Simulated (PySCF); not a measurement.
Species: C₆H₁₀O₂Si.
Bonds: C1–C2, C2–C3 (triple), C3–Si4, Si4–O5, O5–C6, C6–C7, C7–C8, C8–O9, Si4–O9. Hydrogens: H10, H11, H12 on C1; H13 on Si4; H14, H15 on C6; H16, H17 on C7; H18, H19 on C8.

Definitions: NICS(0) = −σiso at the ring centroid; NICS(1) = −σiso and NICS(1)zz = −σzz at ±1 Å along the ring normal z. Level: GIAO PBE0/pcSseg-1 (PySCF, non-relativistic, gas phase) on the PBE0-D3(BJ)/def2-SVP geometry, one conformer.

Ring bond lengths (Å), with Mayer bond orders in brackets: Si4–O5 1.662 (0.97), O5–C6 1.410 (0.89), C6–C7 1.522 (1.03), C7–C8 1.522 (1.03), C8–O9 1.410 (0.89), O9–Si4 1.662 (0.98).

Q: What do the NICS probes read (ppm)?

A: 
| ring | type | NICS(0) | NICS(1), two faces | NICS(1)zz, two faces | rms pucker (Å) | centre to ring atoms, mean (Å) |
| --- | --- | --- | --- | --- | --- | --- |
| Si4–O5–C6–C7–C8–O9 | 6-membered ring with 2 O and Si; formal bonds all single | -1.5 | -0.4 / -1.2 | 2.4 / 4.2 | 0.19 | 1.49 |

Q: What can be read from them?

A: 
- Si4–O5–C6–C7–C8–O9: mean NICS(1)zz 3.3 ppm, deshielded. Si4, C6, C7, C8 have four or more neighbours, and the NICS criterion for π rings isn't applied.

Q: Give the inner angles of the rings and the Hirshfeld charges of the ring atoms.

A: 
- Si4–O5–C6–C7–C8–O9: Si4 106.1° (+0.463 e), O5 120.9° (-0.240 e), C6 112.2° (+0.008 e), C7 112.3° (-0.081 e), C8 112.2° (+0.008 e), O9 120.8° (-0.240 e); sum 684.4° against 720° for a flat convex ring.

Q: How do the values depend on the level or the medium?

A: 
```tsv
level	NICS(0), Si4–O5–C6–C7–C8–O9	mean NICS(1)zz, Si4–O5–C6–C7–C8–O9
PBE0/pcSseg-1, gas	-1.5	3.3
PBE0/pcSseg-1, IEF-PCM acetonitrile	-1.4	3.5
PBE0/pcSseg-1, IEF-PCM chloroform	-1.4	3.4
```

The geometry is the same throughout; the continuum's cavity takes Bondi-type radii × 1.2.

Hardware: one thread of an AMD EPYC 7R43, shared host. Cost: 51 s, 0.96 GiB resident at most. This is the whole shielding run at PBE0/pcSseg-1, SCF included.
